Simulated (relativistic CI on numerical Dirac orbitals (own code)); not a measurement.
Sensitivity of the levels of Pb XLIX to α and to the nuclear radius

Calculated at this level of theory: Dirac-Coulomb-Breit CI, orbitals from a KLI potential per configuration, derivatives by finite differences, unscaled Slater integrals, QED left out (own radial code, finite nucleus).

CI space (outside the closed core [Ar] 3d10): 4s2.4p4, 4s.4p5, 4s2.4p3.4d, 4p6, 4s2.4p3.4f, 4s.4p4.4d, 4s.4p4.4f. Double excitations out of closed p, d and f shells are left out; levels of such configurations are missing from the list, as are those of other unlisted configurations, and high levels can miss mixing partners.

With x = (α/α₀)² − 1 an excitation energy changes as ω = ω₀ + qx; K = 2q/ω₀ is the relative enhancement. Terms are leading LS components, so labels can repeat. The field-shift factor is F = δν/δ⟨r²⟩ for the transition from the lowest level.

Lowest level 4s2.4p4 3P_2.

| Level | ω₀ (cm⁻¹) | q (cm⁻¹) | K | F (GHz/fm²) |
| --- | --- | --- | --- | --- |
| 4s2.4p4 1S_0 | 94973 | 3722 | 0.0784 | -0.103 |
| 4s2.4p4 3P_1 | 1301442 | 1.691e+06 | 2.6 | -416 |
| 4s2.4p4 1D_2 | 1344392 | 1.688e+06 | 2.51 | -416 |
| 4s2.4p3.4d 3D°_2 | 1481944 | 78390 | 0.106 | 23.6 |
| 4s2.4p3.4d 3P°_0 | 1513411 | 78370 | 0.104 | 33.3 |
| 4s2.4p3.4d 3D°_1 | 1517081 | 95380 | 0.126 | -15.8 |
| 4s2.4p3.4d 3F°_3 | 1519967 | 82870 | 0.109 | 31.9 |
| 4s2.4p3.4d 3F°_4 | 1772745 | 362100 | 0.409 | 41.6 |
| 4s2.4p3.4d 3D°_2 | 1807060 | 426300 | 0.472 | -142 |
| 4s2.4p3.4d 3D°_3 | 1918583 | 385600 | 0.402 | 34 |
| 4s2.4p3.4d 3D°_1 | 1955803 | 399300 | 0.408 | -15 |
| 4s.4p5 3P°_2 | 2336843 | 1.839e+06 | 1.57 | -4460 |
| 4s.4p5 1P°_1 | 2457692 | 1.861e+06 | 1.51 | -4200 |

At this charge energies of transitions that change n are usually good to better than 1 %, and those within a shell (Δn = 0) to a few per cent.
